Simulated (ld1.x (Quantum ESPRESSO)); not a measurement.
## Ru (Z = 44): one change to an RRKJ potential, before and after

* Element: Ru
* Generator: ld1.x (Quantum ESPRESSO) 7.5
* Type: norm-conserving RRKJ (Kleinman–Bylander form)
* Functional: PBE
* Relativity: scalar-relativistic
* Frozen core: [Ar] 3d10
* Valence charge: 16
* Reference configuration: 4s2 4p6 4d7 5s0 5p1
* Partial waves: 4s (bound): rc 1.65 bohr; 4d (bound): rc 2.15 bohr; 4p (bound): rc 1.05 bohr
* Local potential: the p channel
* Core correction: none

Occupied shells without a wave of their own: 5p. They enter only through the test configuration that unscreens the potential.

Change: reference 4s2 4p6 4d6 5s0 5p0.

Cutoffs: the cutoffs (Ry, on a coarse ladder) from which the occupation-weighted sum of valence levels, in a spherical-Bessel basis at the reference potential, stays within 10 and 1 mRy of its value at 400 Ry; they do not see the model core or the augmentation charge, which bear on the density cutoff. Errors are all-electron minus pseudo energies relative to the spin-unpolarised reference configuration.

What does the change do?

The potential gets neither clearly harder nor softer (120 Ry and 160 Ry → 120 Ry and 160 Ry); the range in which the s phases agree narrows (upper end -0.9 → -2.2); the range in which the d phases agree narrows (upper end 2.3 → 1.0); neither file shows a bound ghost.

| quantity | base | changed |
| --- | --- | --- |
| cutoff, loose | 120 Ry | 120 Ry |
| cutoff, tight | 160 Ry | 160 Ry |
| bound ghosts | none | none |
| largest error over its own tests, meV | +575 | +581 |
| s: phases at 2.36 bohr within 0.05 rad from the reference energy up to (Ry; the scan ends near 5) | -0.9 | -2.2 |
| p: phases at 2.36 bohr within 0.05 rad from the reference energy up to (Ry; the scan ends near 5) | to the end of the scan | to the end of the scan |
| d: phases at 2.36 bohr within 0.05 rad from the reference energy up to (Ry; the scan ends near 5) | 2.3 | 1.0 |

Base: The 5p level has no wave, so the channel is fitted at the deeper level alone: the likely source of the large errors.
